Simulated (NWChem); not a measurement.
A series in which one site is exchanged, each optimised at PBE0/def2-SVP with NWChem, gas phase unless a solvent is named. For some, no frequency run checked for a minimum. def2 effective core potentials on Cd, Te; no spin-orbit coupling.

A: [SiH3][CdH] (CdSiH4; site = Cd)
B: [BeH][SiH3] (BeSiH4; site = Be)
C: [SiH3][TeH] (SiH₄Te; site = Te)
D: [ZnH][SiH3] (ZnSiH4; site = Zn)

Values for A:

- dipole (D), PBE0/def2-SVP = 0.34
- vertical ionisation energy, ΔSCF, PBE/def2-SVP (eV) = 9.07
- vertical ionisation energy, ΔSCF, B3LYP/def2-SVP (eV) = 9.21
- static polarisability, B3LYP/def2-SVPD (bohr³) = 68.8
- lowest singlet excitation, B3LYP/def2-SVPD, TDA (eV) = 4.76

Problem. How do these values change for the other members?

Solution. 
```tsv
change from A	B	C	D
dipole (D), PBE0/def2-SVP	+0.06	+0.28	+0.14
vertical ionisation energy, ΔSCF, PBE/def2-SVP (eV)	+1.00	-0.51	+0.18
vertical ionisation energy, ΔSCF, B3LYP/def2-SVP (eV)	+1.08	-0.54	+0.19
static polarisability, B3LYP/def2-SVPD (bohr³)	-17.9	+5.6	-7.1
lowest singlet excitation, B3LYP/def2-SVPD, TDA (eV)	+0.28	-0.65	+0.12
```
